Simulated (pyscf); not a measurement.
Structures and frequencies: ωB97X-D3(BJ)/def2-SVP in PySCF.

SMILES: [OH][GeH2][Sn]([OH])([OH])[OH]
```xyz
12

O      0.3145    -1.8440    -0.0101
Ge     0.6819    -0.6024    -1.2223
Sn    -0.3243     1.3875     0.0403
O     -1.8883     2.4560    -0.5304
O      0.8559     2.7795     0.7789
O     -0.9385     0.2082     1.5384
H     -0.1354    -1.4351     0.7532
H     -0.0376    -0.8986    -2.5430
H      2.1934    -0.4567    -1.4276
H     -2.7215     1.9820    -0.4148
H      0.3926     3.6235     0.8605
H     -0.9500     0.6055     2.4171
```
Charge 0, spin multiplicity 1.

Task: How much does it cost (ΔH, 298 K, ωB97M-D3(BJ)/def2-TZVP) to split HO–GeH₂–Sn(OH)(OH)–OH (SMILES [OH][GeH2][Sn]([OH])([OH])[OH]) at its Ge–Sn bond into HO–GeH₂• + HO–Sn•(OH)–OH?

Result: Ge–Sn to HO–GeH₂• + HO–Sn•(OH)–OH: 57.6 kcal/mol. The 7 functionals that were run give +52.0 (PBE) to +67.8 kcal/mol (ωB97X-D3(BJ)). Other isomers of HO–GeH₂•, HO–Sn•(OH)–OH were not searched in full and may lie lower. Elements up to Kr have no core potential and no relativistic terms here. Elements past Kr carry the def2 core potentials, without spin-orbit coupling.
